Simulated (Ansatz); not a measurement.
```xyz
2

Si    0.0000    0.0000   -0.1109
H     0.0000    0.0000    1.5530
```

Basis set: cc-pVDZ (spherical functions). Left uncorrelated: 5 orbitals. Charge 0, multiplicity 2.

Computed with Ansatz (development build ahead of 0.2.0); each method stands on the lowest determinant of its kind that the runs found.

(1) Give the atomization energy at this shape (free ground-state atoms in the same class of orbitals less the molecule, no zero-point energy) of doublet SiH by UHF-MP2, UHF.

## Answers

(1)

| method | atomization energy |
| --- | --- |
| UHF-MP2 | 2.60 eV |
| UHF | 2.05 eV |
